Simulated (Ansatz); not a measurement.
Two isomers of C2H5NSi: A = `C1=NC[SiH2]1`, B = `C1=N[SiH2]C1`.

Isolated molecules relaxed with PBE0-D4/def2-TZVP in Ansatz; ΔE leaves out vibrations. CBS: MP2 limit from def2 TZ/QZ plus the TZ coupled-cluster correction, frozen cores. DFT in def2-TZVPP. B3LYP here is the variant with VWN-RPA as its local correlation; programs differ in this.

Question: Which is lower in electronic energy at CCSD(T)/CBS, and by how much? (Estimate.)

Answer: Ansatz gave: B, by 18.1 kcal/mol.

Question: Give E(B) − E(A) in kcal/mol with r2SCAN-D4, PBE-D4, B3LYP, B3LYP-D4, HF/def2-TZVPP, CCSD(T)/def2-TZVPP, LDA (SPW92). (An estimate is asked.)

Answer: Ansatz gave: r2SCAN-D4 -18.5, PBE-D4 -16.5, B3LYP -17.8, B3LYP-D4 -17.7, HF/def2-TZVPP -21.0, CCSD(T)/def2-TZVPP -18.1, LDA (SPW92) -17.0. None reverses the order clearly.

Question: Does the order hold for the free energy at 298.15 K (harmonic terms from PBE0-D4)? (An estimate is asked.)

Answer: Ansatz gave: Yes: G(B) − G(A) = -18.0 kcal/mol.

Largest T1 diagnostic: 0.013.

At CCSD(T), def2-SVP lies +1.5 kcal/mol from the extrapolated value and def2-TZVPP +0.0 kcal/mol. From r2SCAN to r2SCAN0 (25 % exact exchange), in def2-TZVPP and without D4, E(B) − E(A) moves by −1.0 kcal/mol.
